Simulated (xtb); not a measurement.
HCu, singlet, at a GFN2-xTB geometry (such geometries of metal compounds can be far from the true shape); GFN2-xTB in xtb.

xtb was given this input:
```
$ xtb mol.xyz --gfn 2 --json

# file mol.xyz
2

Cu    -0.00000000    -0.00000000    -0.04747396
H      0.00000000     0.00000000     1.37674489
```

It wrote (shortened):

```
   ID    Z sym.   atoms
    1   29 Cu     1
    2    1 H      2

           -------------------------------------------------
          |                Calculation Setup                |
           -------------------------------------------------

           -------------------------------------------------
          |                 G F N 2 - x T B                 |
           -------------------------------------------------

          ...................................................
          :                      SETUP                      :
          :.................................................:
          :  # basis functions                  11          :
          :  # atomic orbitals                  10          :
          :  # shells                            4          :
          :  # electrons                        12          :
          :  max. iterations                   250          :
          :  Hamiltonian                  GFN2-xTB          :
          :  restarted?                      false          :
          :  GBSA solvation                  false          :
          :  PC potential                    false          :
          :  electronic temp.          300.0000000     K    :
          :  accuracy                    1.0000000          :
          :  -> integral cutoff          0.2500000E+02      :
          :  -> integral neglect         0.1000000E-07      :
          :  -> SCF convergence          0.1000000E-05 Eh   :
          :  -> wf. convergence          0.1000000E-03 e    :
          :  Broyden damping             0.4000000          :
          :  net charge                          0          :
          :  unpaired electrons                  0          :
          ...................................................

 iter      E             dE          RMSdq      gap      omega  full diag
   1     -4.3954337 -0.439543E+01  0.788E+00    5.04       0.0  T
   2     -4.3977523 -0.231857E-02  0.566E+00    5.29       1.0  T
   3     -4.3992749 -0.152268E-02  0.123E+00    5.58       1.0  T
   4     -4.3994254 -0.150498E-03  0.399E-01    5.47       1.0  T
   5     -4.3994400 -0.145542E-04  0.246E-01    5.45       1.0  T
   6     -4.3994410 -0.985504E-06  0.920E-02    5.46       1.0  T
   7     -4.3994411 -0.931885E-07  0.547E-02    5.47       1.3  T
   8     -4.3994411 -0.567661E-07  0.560E-04    5.47     126.2  T
   9     -4.3994411 -0.497469E-11  0.235E-04    5.47     301.1  T

   *** convergence criteria satisfied after 9 iterations ***

         :::::::::::::::::::::::::::::::::::::::::::::::::::::
         ::                     SUMMARY                     ::
         :::::::::::::::::::::::::::::::::::::::::::::::::::::
         :: total energy              -4.393706646642 Eh    ::
         :: gradient norm              0.000000599852 Eh/a0 ::
         :: HOMO-LUMO gap              5.469060801109 eV    ::
         ::.................................................::
         :: SCC energy                -4.399441118841 Eh    ::
         :: -> isotropic ES            0.002685007721 Eh    ::
         :: -> anisotropic ES          0.004201284461 Eh    ::
         :: -> anisotropic XC         -0.010447260192 Eh    ::
         :: -> dispersion             -0.000333511029 Eh    ::
         :: repulsion energy           0.005734472198 Eh    ::
         :: add. restraining           0.000000000000 Eh    ::
         :: total charge              -0.000000000000 e     ::
         :::::::::::::::::::::::::::::::::::::::::::::::::::::

           -------------------------------------------------
          |                Property Printout                |
           -------------------------------------------------

    * Orbital Energies and Occupations

         #    Occupation            Energy/Eh            Energy/eV
      -------------------------------------------------------------
         1        2.0000           -0.4477283             -12.1833
         2        2.0000           -0.3630933              -9.8803
         3        2.0000           -0.3630933              -9.8803
         4        2.0000           -0.3542377              -9.6393
         5        2.0000           -0.3542377              -9.6393
         6        2.0000           -0.3537234              -9.6253 (HOMO)
         7                         -0.1527391              -4.1562 (LUMO)
         8                         -0.0619599              -1.6860
         9                         -0.0619599              -1.6860
        10                          0.6294220              17.1274
      -------------------------------------------------------------
                  HL-Gap            0.2009843 Eh            5.4691 eV
             Fermi-level           -0.2532313 Eh           -6.8908 eV

     #   Z          covCN         q      C6AA      α(0)
     1  29 Cu       0.920     0.175   147.473    27.714
     2   1 H        0.920    -0.175     9.079     4.712

 Mol. C6AA /au·bohr⁶  :        226.339436
 Mol. C8AA /au·bohr⁸  :      14388.644869
 Mol. α(0) /au        :         32.426133

Wiberg/Mayer (AO) data.
largest (>0.10) Wiberg bond orders for each atom

 ---------------------------------------------------------------------------
     #   Z sym  total        # sym  WBO       # sym  WBO       # sym  WBO
 ---------------------------------------------------------------------------
     1  29 Cu   0.969 --     2 H    0.969
     2   1 H    0.969 --     1 Cu   0.969
 ---------------------------------------------------------------------------

Topologies differ in total number of bonds
Writing topology from bond orders to xtbtopo.mol

molecular dipole:
                 x           y           z       tot (Debye)
 q only:        0.000       0.000      -0.470
   full:       -0.000      -0.000      -1.396       3.549
molecular quadrupole (traceless):
                xx          xy          yy          xz          yz          zz
 q only:        0.590       0.000       0.590       0.000       0.000      -1.181
  q+dip:       -0.004       0.000      -0.004       0.000      -0.000       0.009
   full:        0.442       0.000       0.442       0.000      -0.000      -0.883

           -------------------------------------------------
          | TOTAL ENERGY               -4.393706646642 Eh   |
          | GRADIENT NORM               0.000000599852 Eh/α |
          | HOMO-LUMO GAP               5.469060801109 eV   |
           -------------------------------------------------

normal termination of xtb
```
